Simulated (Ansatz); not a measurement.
Ideal-gas functions of CBCl₂F₃O, SMILES `FC(F)(F)OB(Cl)Cl` at 400 K and 1 bar, from an Ansatz frequency run at PBE0-D4/def2-TZVP.

Molar mass 166.72 g/mol, point group Cs (symmetry number 1), electronic degeneracy 1, moments of inertia 229.418, 536.893, 678.125 u Å². Harmonic wavenumbers (cm⁻¹, unscaled): 50, 90, 126, 232, 289, 398, 427, 522, 525, 635, 672, 687, 901, 1020, 1243, 1245, 1285, 1329.

Use S(trans) = R[1.5 ln M + 2.5 ln T − 1.1517]; rotational temperatures θ = 24.2544 K / I; S(rot) = R[ln(√π/σ · √(T³/θAθBθC)) + 1.5]; for each mode x = 1.438777 ν̃/T, S = R[x/(eˣ − 1) − ln(1 − e⁻ˣ)] and H = RT x/(eˣ − 1); 1 cm⁻¹ = 0.0119627 kJ/mol; R = 8.31446 J/(mol·K).

By hand: the entropy, in J/(mol·K).

Translation 178.8. Rotation: θ = 0.1057, 0.0452, 0.0358 K, giving 128.0. Vibration, mode by mode: 22.59, 17.73, 14.97, 10.06, 8.36, 6.01, 5.52, 4.20, 4.16, 3.05, 2.74, 2.63, 1.43, 1.01, 0.53, 0.52, 0.46, 0.41, in all 106.4. Electronic 0.0. Sum 413.2 J/(mol·K).

By hand: H − E and G − E in kJ/mol, counted from the electronic energy.

Zero-point energy ½ × 11676 × 0.0119627 = 69.8; thermal vibration 21.4; translation, rotation and pV give 4 RT = 13.3. H − E = 104.5 kJ/mol, and G − E = 104.5 − 400 × 413.2/1000 = -60.8 kJ/mol.

Vibration gives 26 % of the entropy, 55.3 J/(mol·K) of it from the modes under 150 cm⁻¹: soft modes count most, and the harmonic formula is weakest for them. The sum counts one conformer and one mirror image; others add a mixing term.
